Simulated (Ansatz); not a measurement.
Cost and result for the atomization energy of CH8O2Si2, SMILES `C[SiH2][SiH](O)O` (13 atoms, 12 bonds).

```xyz
13

C     1.8570   -1.1511    0.1487
Si    0.6549   -0.2429   -0.9700
Si   -1.0276    0.7977    0.2745
O    -1.5865   -0.3666    1.2996
O    -2.1835    1.3556   -0.7617
H     1.3267   -1.8969    0.7445
H     2.6276   -1.6589   -0.4352
H     2.3505   -0.4587    0.8344
H     0.0239   -1.1888   -1.9331
H     1.3695    0.7976   -1.7646
H    -0.5696    1.9669    1.0910
H    -2.1953   -0.1124    1.9948
H    -2.6478    2.1584   -0.5229
```

The species carries charge 0 and has multiplicity 1. All single points use the PBE0-D4/def2-TZVP geometry. It is one conformer, not always the lowest. Program: Ansatz. All runs use 2 threads of an AMD EPYC 7R13 on a shared host and a share of an NVIDIA H100 80 GB. Times are those of one run each, without the atoms' runs, and a repeat can differ threefold. Electronic energies, without spin–orbit coupling; frozen cores. CCSD(T)/CBS adds CCSD(T) − MP2 in def2-TZVPP to the MP2 limit, and its time is that of the two runs behind it. T1 = 0.012. B3LYP takes the VWN-RPA correlation (the form of Gaussian; ORCA's B3LYP/G).

CCSD(T)/CBS is a level of theory with its own doubt, some kJ/mol a heavy atom from the limit and from the frozen cores, so smaller differences don't rank the functionals.

| level | functions | wall time |
| --- | --- | --- |
| PBE-D4/def2-TZVPP (with forces) | 289 | 1.5 s |
| PBE0-D4/def2-TZVPP | 289 | 1.5 s |
| r2SCAN-D4/def2-TZVPP (with forces) | 289 | 1.7 s |
| B3LYP-D4/def2-TZVPP (with forces) | 289 | 1.7 s |
| ωB97X-V/def2-TZVPP | 289 | 1.7 s |
| B2PLYP/def2-TZVPP | 289 | 1.8 s |
| ωB97M-V/def2-TZVPP (with forces) | 289 | 2.2 s |
| MP2/def2-QZVPP | 551 | 2.5 s |
| CCSD(T)/def2-TZVPP | 289 | 2.7 s |
| CCSD(T)/CBS(def2) | – | 5.2 s |

**Question.** What atomization energy does each give, and how far from CCSD(T)/CBS? (An estimate is asked.)

**Answer.** The calculation gave: 
```tsv
level	atomization (kcal/mol)	difference from CCSD(T)/CBS	per bond
PBE-D4/def2-TZVPP (with forces)	1121.5	0.0	0.0
PBE0-D4/def2-TZVPP	1106.5	-15.0	-1.2
r2SCAN-D4/def2-TZVPP (with forces)	1117.3	-4.2	-0.3
B3LYP-D4/def2-TZVPP (with forces)	1113.8	-7.7	-0.6
ωB97X-V/def2-TZVPP	1121.3	-0.2	0.0
B2PLYP/def2-TZVPP	1103.0	-18.5	-1.5
ωB97M-V/def2-TZVPP (with forces)	1118.8	-2.7	-0.2
MP2/def2-QZVPP	1121.4	-0.1	0.0
CCSD(T)/def2-TZVPP	1090.4	-31.1	-2.6
CCSD(T)/CBS(def2)	1121.5	0.0	0.0
```

From PBE to PBE0 (25 % exact exchange), in def2-TZVPP and without D4, the atomization energy moves by −14.0 kcal/mol: exact exchange takes away binding that semilocal exchange gives to molecules. In def2-TZVPP, CCSD(T) changes the Hartree–Fock value by +267.6 kcal/mol (the triples alone add +13.4 kcal/mol) and MP2 by +280.0 kcal/mol; breaking electron pairs costs correlation energy, which Hartree–Fock lacks. The D4 term adds +10.3 kcal/mol with B3LYP and +5.5 kcal/mol with PBE0; it sums over pairs of atoms, weighted by their polarisabilities, and B3LYP, whose exchange is more repulsive, gets the larger term.
